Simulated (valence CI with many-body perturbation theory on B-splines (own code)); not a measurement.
**Tl58+: calculated level list**

Computed by relativistic CI+MBPT: five valence electrons over a frozen Dirac-Fock core [Ar], radial functions for each j: 7 s, 7 p, 8 d, 6 f, 4 g, 1 h, with the one-electron correlation potential Σ1, the two-electron term Σ2, the three-electron term Σ3, Breit, model QED; selected CI, second order for the rest, scaled by the run's own slope (own B-spline code, finite nucleus).

No measured spectrum was set against this ion. As an estimate, large intervals hold to a few tenths of a per cent, small ones and those within an open d or f shell to about a per cent. Excitations out of the core, of the other parity, are not computed and may begin above about 282 eV (a cautious bound); beyond it only levels of the ground parity were kept, without lifetimes. Only levels of the ground parity were solved; by the run's estimate the other parity begins above the list, which can be wrong where configurations are misplaced.

Levels 1 to 37 of 37, with energies above the lowest level, (3d3/2^4 3d5/2) J=5/2. "Leading %" is the weight of the configuration and term that name the level; weights of strongly mixed levels are sums over their largest components and can fall short. In the jj column 3d3/2^4 stands for four electrons in 3d with j = 3/2.

| No. | Configuration | Term | J | E (× 10³ cm⁻¹) | Leading % | Leading jj | g |
| --- | --- | --- | --- | --- | --- | --- | --- |
| 1 | 3d⁵ | ²D | 5/2 | 0.00 | 27 | 3d3/2^4 3d5/2 (98 %) | 1.246 |
| 2 | 3d⁵ | ⁶S | 5/2 | 767.43 | 32 | 3d3/2^3 3d5/2^2 (97 %) | 1.321 |
| 3 | 3d⁵ | ⁴G | 7/2 | 868.72 | 31 | 3d3/2^3 3d5/2^2 (100 %) | 1.158 |
| 4 | 3d⁵ | ²H | 11/2 | 876.91 | 46 | 3d3/2^3 3d5/2^2 (100 %) | 1.090 |
| 5 | 3d⁵ | ⁴D | 3/2 | 888.77 | 37 | 3d3/2^3 3d5/2^2 (99 %) | 1.126 |
| 6 | 3d⁵ | ²G | 9/2 | 931.83 | 35 | 3d3/2^3 3d5/2^2 (99 %) | 1.125 |
| 7 | 3d⁵ | ²D | 5/2 | 969.47 | 38 | 3d3/2^3 3d5/2^2 (98 %) | 1.122 |
| 8 | 3d⁵ | ²F | 7/2 | 1007.5 | 39 | 3d3/2^3 3d5/2^2 (99 %) | 1.062 |
| 9 | 3d⁵ | ⁴P | 1/2 | 1011.3 | 37 | 3d3/2^3 3d5/2^2 (96 %) | 1.749 |
| 10 | 3d⁵ | ²D | 3/2 | 1175.9 | 65 | 3d3/2^3 3d5/2^2 (96 %) | 0.801 |
| 11 | 3d⁵ | ⁶S | 5/2 | 1625.4 | 38 | 3d3/2^2 3d5/2^3 (97 %) | 1.321 |
| 12 | 3d⁵ | ⁴G | 11/2 | 1705.6 | 51 | 3d3/2^2 3d5/2^3 (100 %) | 1.087 |
| 13 | 3d⁵ | ⁴D | 7/2 | 1705.9 | 52 | 3d3/2^2 3d5/2^3 (100 %) | 1.205 |
| 14 | 3d⁵ | ⁴G | 9/2 | 1725.0 | 64 | 3d3/2^2 3d5/2^3 (99 %) | 1.137 |
| 15 | 3d⁵ | ²I | 13/2 | 1748.5 | 100 | 3d3/2^2 3d5/2^3 (100 %) | 1.063 |
| 16 | 3d⁵ | ⁴D | 1/2 | 1776.3 | 79 | 3d3/2^2 3d5/2^3 (99 %) | 0.420 |
| 17 | 3d⁵ | ⁴P | 3/2 | 1786.2 | 54 | 3d3/2^2 3d5/2^3 (99 %) | 1.155 |
| 18 | 3d⁵ | ²F | 5/2 | 1793.4 | 42 | 3d3/2^2 3d5/2^3 (99 %) | 1.019 |
| 19 | 3d⁵ | ²H | 9/2 | 1839.8 | 53 | 3d3/2^2 3d5/2^3 (100 %) | 1.093 |
| 20 | 3d⁵ | ²G | 7/2 | 1861.5 | 61 | 3d3/2^2 3d5/2^3 (100 %) | 0.977 |
| 21 | 3d⁵ | ²D | 3/2 | 1883.8 | 83 | 3d3/2^2 3d5/2^3 (96 %) | 0.856 |
| 22 | 3d⁵ | ⁴F | 5/2 | 1885.1 | 66 | 3d3/2^2 3d5/2^3 (99 %) | 1.046 |
| 23 | 3d⁵ | ²G | 7/2 | 1942.7 | 49 | 3d3/2^2 3d5/2^3 (98 %) | 1.023 |
| 24 | 3d⁵ | ⁴P | 1/2 | 1944.7 | 48 | 3d3/2^2 3d5/2^3 (93 %) | 1.740 |
| 25 | 3d⁵ | ²G | 9/2 | 2023.3 | 81 | 3d3/2^2 3d5/2^3 (99 %) | 1.101 |
| 26 | 3d⁵ | ²P | 3/2 | 2164.4 | 74 | 3d3/2^2 3d5/2^3 (99 %) | 1.173 |
| 27 | 3d⁵ | ²D | 5/2 | 2203.9 | 82 | 3d3/2^2 3d5/2^3 (97 %) | 1.170 |
| 28 | 3d⁵ | ⁴P | 5/2 | 2578.4 | 33 | 3d3/2 3d5/2^4 (98 %) | 1.245 |
| 29 | 3d⁵ | ²F | 7/2 | 2661.7 | 28 | 3d3/2 3d5/2^4 (100 %) | 1.173 |
| 30 | 3d⁵ | ²H | 11/2 | 2671.5 | 54 | 3d3/2 3d5/2^4 (100 %) | 1.067 |
| 31 | 3d⁵ | ⁴D | 3/2 | 2690.8 | 32 | 3d3/2 3d5/2^4 (99 %) | 1.003 |
| 32 | 3d⁵ | ²G | 9/2 | 2738.0 | 50 | 3d3/2 3d5/2^4 (99 %) | 1.110 |
| 33 | 3d⁵ | ²D | 5/2 | 2781.5 | 57 | 3d3/2 3d5/2^4 (97 %) | 1.104 |
| 34 | 3d⁵ | ²G | 7/2 | 2813.2 | 49 | 3d3/2 3d5/2^4 (99 %) | 1.017 |
| 35 | 3d⁵ | ²P | 1/2 | 2875.1 | 43 | 3d3/2 3d5/2^4 (96 %) | 1.373 |
| 36 | 3d⁵ | ²D | 3/2 | 3026.1 | 74 | 3d3/2 3d5/2^4 (98 %) | 0.850 |
| 37 | 3d⁵ | ²D | 5/2 | 3605.4 | 36 | 3d5/2^5 (98 %) | 1.153 |

The ionisation energy to 3d⁴ ³P0 of the next ion comes out as 5969.9 eV (NIST: 5969 ± 6 eV (theoretical)). All 37 levels together are meant to be complete up to 2273.0 × 10³ cm⁻¹.
